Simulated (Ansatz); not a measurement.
Basis-set extrapolation for `Cl[SiH]1N[SiH2]1` (PBE0-D4/def2-TZVP geometry, frozen core, Ansatz). Multiplicity 1, RHF reference.

|  | def2-TZVPP | def2-QZVPP |
| --- | --- | --- |
| HF | -1094.254266 | -1094.287957 |
| MP2 correlation | -0.632921 | -0.686043 |
| CCSD(T) correlation | -0.708398 | not run |

Energies in hartree. Use E(X) = E(∞) + A·exp(−7.88·√X) for Hartree–Fock and E(X) = E(∞) + B·X^(−2.97) for correlation, with X = 3 and 4, and add CCSD(T) minus MP2 of the smaller set to the MP2 limit.

What is the CCSD(T) energy at the basis-set limit?

HF limit: -1094.287957 + (-0.033691) × 0.13774 = -1094.29260. MP2 limit: -0.686043 + (-0.053122) × 0.74074 = -0.72539. Higher-order term: -0.708398 − (-0.632921) = -0.07548. Total: -1095.09347 hartree, 82.1 kcal/mol below CCSD(T)/def2-TZVPP.
